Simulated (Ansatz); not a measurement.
Ansatz (a program for electronic structure) input for CH₇AlO₃Si, SMILES C[SiH2][O][Al]([OH])[OH], B3LYP-D3(BJ)/def2-SVP. 

Ansatz 0.2 input:
```yaml
crystal:
  periodic: [false, false, false]
  atoms:
    - {symbol: Si, position_ang: [-1.66674294, 0.93988869, 0.34186234]}
    - {symbol: C, position_ang: [-2.83193846, -0.45628086, 0.89341792]}
    - {symbol: O, position_ang: [-0.22301857, 0.28687439, -0.02070759]}
    - {symbol: Al, position_ang: [1.31777458, -0.28300440, -0.34176725]}
    - {symbol: O, position_ang: [1.58593681, -1.83195819, -0.87079256]}
    - {symbol: O, position_ang: [2.56763064, 0.77031852, -0.10818678]}
    - {symbol: H, position_ang: [-1.46033098, 1.91126294, 1.42090333]}
    - {symbol: H, position_ang: [-2.15326791, 1.57693953, -0.88799300]}
    - {symbol: H, position_ang: [-2.97572988, -1.19338666, 0.10732331]}
    - {symbol: H, position_ang: [-2.44467407, -0.97967132, 1.76409373]}
    - {symbol: H, position_ang: [-3.80878718, -0.06090025, 1.15513150]}
    - {symbol: H, position_ang: [1.08268732, -2.60670208, -1.07927364]}
    - {symbol: H, position_ang: [3.51067428, 0.80888082, -0.18629599]}
basis:
  gaussian:
    orbitals: def2-SVP
hamiltonian:
  xc: b3lyp
  dispersion: d3bj
relax: {f_tol: 0.002, max_steps: 200}
```

Program output:

```
[...]
integrals: 0.09 GiB planned
1295 factors; integrals over basis functions are off by at most 3.8e-4 eV
mean field: 0.63 GiB planned
mean field evaluation 192: about -21763.7054 eV, gradient 8.4e-5 eV
mean field -21763.70537116 eV, -799.8014204209 hartree, gradient 8.4e-5 eV, S^2 0.000000; 0 other end points of the search recorded, 0 dependent functions left out
the calculation of the forces begins
reference -21763.70567163 eV, -799.8014314628 hartree; 32, 32 occupied and 95, 95 virtual orbitals, 1295 factors
relax step  33: F+E_penalty+E_count = -21764.14194675 eV  Δ(F+E_penalty+E_count) = -1.351e-5 eV  max|allowed force component| = 2.853e-2 eV/Å  Δτ_max = 0.0589 Å  (25 SCF iters, accepted)
these checks for a lower state are left out or cut short: starts, cluster_reference, orbital_swaps, neighbouring_geometries, increment
integrals: 0.09 GiB planned
1295 factors; integrals over basis functions are off by at most 3.8e-4 eV
mean field: 0.63 GiB planned
mean field -21763.70534989 eV, -799.8014196390 hartree, gradient 1.7e-5 eV, S^2 0.000000; 0 other end points of the search recorded, 0 dependent functions left out
the calculation of the forces begins
reference -21763.70565033 eV, -799.8014306799 hartree; 32, 32 occupied and 95, 95 virtual orbitals, 1295 factors
relax step  34: F+E_penalty+E_count = -21764.14196768 eV  Δ(F+E_penalty+E_count) = -2.092e-5 eV  max|allowed force component| = 2.015e-2 eV/Å  Δτ_max = 0.0110 Å  (22 SCF iters, accepted)
these checks for a lower state are left out or cut short: starts, cluster_reference, orbital_swaps, neighbouring_geometries, increment
integrals: 0.09 GiB planned
1295 factors; integrals over basis functions are off by at most 3.8e-4 eV
mean field: 0.63 GiB planned
mean field -21763.70534363 eV, -799.8014194093 hartree, gradient 1.1e-5 eV, S^2 0.000000; 0 other end points of the search recorded, 0 dependent functions left out
the calculation of the forces begins
reference -21763.70564406 eV, -799.8014304497 hartree; 32, 32 occupied and 95, 95 virtual orbitals, 1295 factors
relax step  35: F+E_penalty+E_count = -21764.14198001 eV  Δ(F+E_penalty+E_count) = -1.233e-5 eV  max|allowed force component| = 1.212e-2 eV/Å  Δτ_max = 0.0055 Å  (22 SCF iters, accepted)
these checks for a lower state are left out or cut short: starts, cluster_reference, orbital_swaps, neighbouring_geometries, increment
integrals: 0.09 GiB planned
1295 factors; integrals over basis functions are off by at most 3.8e-4 eV
mean field: 0.63 GiB planned
mean field -21763.70532859 eV, -799.8014188565 hartree, gradient 8.6e-5 eV, S^2 0.000000; 0 other end points of the search recorded, 0 dependent functions left out
the calculation of the forces begins
reference -21763.70562900 eV, -799.8014298964 hartree; 32, 32 occupied and 95, 95 virtual orbitals, 1295 factors
relax step  36: F+E_penalty+E_count = -21764.14199597 eV  Δ(F+E_penalty+E_count) = -1.596e-5 eV  max|allowed force component| = 8.978e-3 eV/Å  Δτ_max = 0.0279 Å  (26 SCF iters, accepted)
these checks for a lower state are left out or cut short: starts, cluster_reference, orbital_swaps, neighbouring_geometries, increment
integrals: 0.09 GiB planned
1295 factors; integrals over basis functions are off by at most 3.8e-4 eV
mean field: 0.63 GiB planned
mean field -21763.70535138 eV, -799.8014196939 hartree, gradient 8.6e-5 eV, S^2 0.000000; 0 other end points of the search recorded, 0 dependent functions left out
the calculation of the forces begins
reference -21763.70565183 eV, -799.8014307351 hartree; 32, 32 occupied and 95, 95 virtual orbitals, 1295 factors
relax step  37: F+E_penalty+E_count = -21764.14200725 eV  Δ(F+E_penalty+E_count) = -1.127e-5 eV  max|allowed force component| = 1.066e-2 eV/Å  Δτ_max = 0.0214 Å  (26 SCF iters, accepted)
these checks for a lower state are left out or cut short: starts, cluster_reference, orbital_swaps, neighbouring_geometries, increment
integrals: 0.09 GiB planned
1295 factors; integrals over basis functions are off by at most 3.8e-4 eV
mean field: 0.63 GiB planned
mean field -21763.70535249 eV, -799.8014197348 hartree, gradient 1.3e-5 eV, S^2 0.000000; 0 other end points of the search recorded, 0 dependent functions left out
the calculation of the forces begins
reference -21763.70565295 eV, -799.8014307764 hartree; 32, 32 occupied and 95, 95 virtual orbitals, 1295 factors
relax step  38: F+E_penalty+E_count = -21764.14201371 eV  Δ(F+E_penalty+E_count) = -6.464e-6 eV  max|allowed force component| = 9.659e-3 eV/Å  Δτ_max = 0.0103 Å  (22 SCF iters, accepted)
these checks for a lower state are left out or cut short: starts, cluster_reference, orbital_swaps, neighbouring_geometries, increment
integrals: 0.09 GiB planned
1295 factors; integrals over basis functions are off by at most 3.9e-4 eV
mean field: 0.63 GiB planned
mean field evaluation 224: about -21763.7054 eV, gradient 1.2e-5 eV
mean field -21763.70536174 eV, -799.8014200746 hartree, gradient 8.6e-5 eV, S^2 0.000000; 0 other end points of the search recorded, 0 dependent functions left out
the calculation of the forces begins
reference -21763.70566222 eV, -799.8014311170 hartree; 32, 32 occupied and 95, 95 virtual orbitals, 1295 factors
relax step  39: F+E_penalty+E_count = -21764.14202183 eV  Δ(F+E_penalty+E_count) = -8.123e-6 eV  max|allowed force component| = 7.345e-3 eV/Å  Δτ_max = 0.0171 Å  (26 SCF iters, accepted)
these checks for a lower state are left out or cut short: starts, cluster_reference, orbital_swaps, neighbouring_geometries, increment
integrals: 0.09 GiB planned
1295 factors; integrals over basis functions are off by at most 3.9e-4 eV
mean field: 0.63 GiB planned
mean field -21763.70536034 eV, -799.8014200231 hartree, gradient 8.6e-5 eV, S^2 0.000000; 0 other end points of the search recorded, 0 dependent functions left out
the calculation of the forces begins
reference -21763.70566085 eV, -799.8014310665 hartree; 32, 32 occupied and 95, 95 virtual orbitals, 1295 factors
relax step  40: F+E_penalty+E_count = -21764.14202751 eV  Δ(F+E_penalty+E_count) = -5.678e-6 eV  max|allowed force component| = 6.723e-3 eV/Å  Δτ_max = 0.0201 Å  (26 SCF iters, accepted)
these checks for a lower state are left out or cut short: starts, cluster_reference, orbital_swaps, neighbouring_geometries, increment
integrals: 0.09 GiB planned
1295 factors; integrals over basis functions are off by at most 3.9e-4 eV
mean field: 0.63 GiB planned
mean field -21763.70535981 eV, -799.8014200037 hartree, gradient 1.1e-5 eV, S^2 0.000000; 0 other end points of the search recorded, 0 dependent functions left out
the calculation of the forces begins
reference -21763.70566033 eV, -799.8014310475 hartree; 32, 32 occupied and 95, 95 virtual orbitals, 1295 factors
relax step  41: F+E_penalty+E_count = -21764.14202989 eV  Δ(F+E_penalty+E_count) = -2.380e-6 eV  max|allowed force component| = 5.298e-3 eV/Å  Δτ_max = 0.0089 Å  (22 SCF iters, accepted)
these checks for a lower state are left out or cut short: starts, cluster_reference, orbital_swaps, neighbouring_geometries, increment
integrals: 0.09 GiB planned
1295 factors; integrals over basis functions are off by at most 4.0e-4 eV
mean field: 0.63 GiB planned
mean field -21763.70534997 eV, -799.8014196422 hartree, gradient 1.1e-5 eV, S^2 0.000000; 0 other end points of the search recorded, 0 dependent functions left out
the calculation of the forces begins
reference -21763.70565050 eV, -799.8014306863 hartree; 32, 32 occupied and 95, 95 virtual orbitals, 1295 factors
relax step  42: F+E_penalty+E_count = -21764.14203219 eV  Δ(F+E_penalty+E_count) = -2.294e-6 eV  max|allowed force component| = 4.913e-3 eV/Å  Δτ_max = 0.0108 Å  (23 SCF iters, accepted)
these checks for a lower state are left out or cut short: starts, cluster_reference, orbital_swaps, neighbouring_geometries, increment
integrals: 0.09 GiB planned
1295 factors; integrals over basis functions are off by at most 4.0e-4 eV
mean field: 0.63 GiB planned
mean field -21763.70533493 eV, -799.8014190893 hartree, gradient 8.6e-5 eV, S^2 0.000000; 0 other end points of the search recorded, 0 dependent functions left out
the calculation of the forces begins
reference -21763.70563545 eV, -799.8014301334 hartree; 32, 32 occupied and 95, 95 virtual orbitals, 1295 factors
relax step  43: F+E_penalty+E_count = -21764.14203232 eV  Δ(F+E_penalty+E_count) = -1.307e-7 eV  max|allowed force component| = 5.063e-3 eV/Å  Δτ_max = 0.0148 Å  (26 SCF iters, accepted)
these checks for a lower state are left out or cut short: starts, cluster_reference, orbital_swaps, neighbouring_geometries, increment
integrals: 0.09 GiB planned
1295 factors; integrals over basis functions are off by at most 4.0e-4 eV
mean field: 0.63 GiB planned
mean field -21763.70533636 eV, -799.8014191421 hartree, gradient 3.1e-5 eV, S^2 0.000000; 0 other end points of the search recorded, 0 dependent functions left out
the calculation of the forces begins
reference -21763.70563689 eV, -799.8014301864 hartree; 32, 32 occupied and 95, 95 virtual orbitals, 1295 factors
relax step  44: F+E_penalty+E_count = -21764.14203428 eV  Δ(F+E_penalty+E_count) = -1.969e-6 eV  max|allowed force component| = 3.867e-3 eV/Å  Δτ_max = 0.0009 Å  (18 SCF iters, accepted)
these checks for a lower state are left out or cut short: starts, cluster_reference, orbital_swaps, neighbouring_geometries, increment
integrals: 0.09 GiB planned
1295 factors; integrals over basis functions are off by at most 4.0e-4 eV
mean field: 0.63 GiB planned
mean field -21763.70533435 eV, -799.8014190680 hartree, gradient 1.4e-5 eV, S^2 0.000000; 0 other end points of the search recorded, 0 dependent functions left out
the calculation of the forces begins
reference -21763.70563488 eV, -799.8014301123 hartree; 32, 32 occupied and 95, 95 virtual orbitals, 1295 factors
relax step  45: F+E_penalty+E_count = -21764.14203472 eV  Δ(F+E_penalty+E_count) = -4.323e-7 eV  max|allowed force component| = 1.852e-3 eV/Å  Δτ_max = 0.0004 Å  (18 SCF iters, accepted)
integrals: 0.09 GiB planned
1295 factors; integrals over basis functions are off by at most 4.0e-4 eV
mean field: 0.63 GiB planned
mean field evaluation 256: about -21763.6960 eV, gradient 7.7e-2 eV
mean field -21763.70533435 eV, -799.8014190680 hartree, gradient 1.4e-5 eV, S^2 0.000000; 1 other end points of the search recorded, 0 dependent functions left out
the calculation of the forces begins
reference -21763.70563488 eV, -799.8014301123 hartree; 32, 32 occupied and 95, 95 virtual orbitals, 1295 factors
Total energy: -21764.14233525 eV, -799.8174785548 hartree
Atom 0 at    -1.593260     0.814380     0.517487 Å, force     0.000141    -0.000337     0.000798 eV/Å
Atom 1 at    -3.006480    -0.391810     0.774117 Å, force     0.000253     0.000134    -0.000700 eV/Å
Atom 2 at    -0.226457    -0.009867     0.081839 Å, force    -0.000507     0.000483    -0.000410 eV/Å
Atom 3 at     1.377473    -0.304959    -0.361996 Å, force     0.001852    -0.000545     0.000107 eV/Å
Atom 4 at     1.937271    -1.878591    -0.668882 Å, force    -0.001495     0.000023     0.000276 eV/Å
Atom 5 at     2.454282     0.996912    -0.504557 Å, force    -0.000833     0.000394     0.000074 eV/Å
Atom 6 at    -1.345867     1.571469     1.782223 Å, force     0.000042     0.000115    -0.000059 eV/Å
Atom 7 at    -1.957329     1.791394    -0.553450 Å, force    -0.000144    -0.000377     0.000072 eV/Å
Atom 8 at    -3.216469    -0.954729    -0.149729 Å, force    -0.000142     0.000008     0.000255 eV/Å
Atom 9 at    -2.766688    -1.116104     1.569329 Å, force     0.000130     0.000272    -0.000222 eV/Å
Atom 10 at    -3.926394     0.142329     1.064950 Å, force    -0.000019     0.000012     0.000049 eV/Å
Atom 11 at     1.393385    -2.668697    -0.610557 Å, force     0.000846     0.000287    -0.000196 eV/Å
Atom 12 at     3.376745     0.890534    -0.753060 Å, force    -0.000124    -0.000470    -0.000043 eV/Å
Dipole moment:    -0.037718    -0.340996    -0.024523 e Å
```

The calculation finished and met its thresholds.

Cost: about 5 core-minutes (a rough figure).
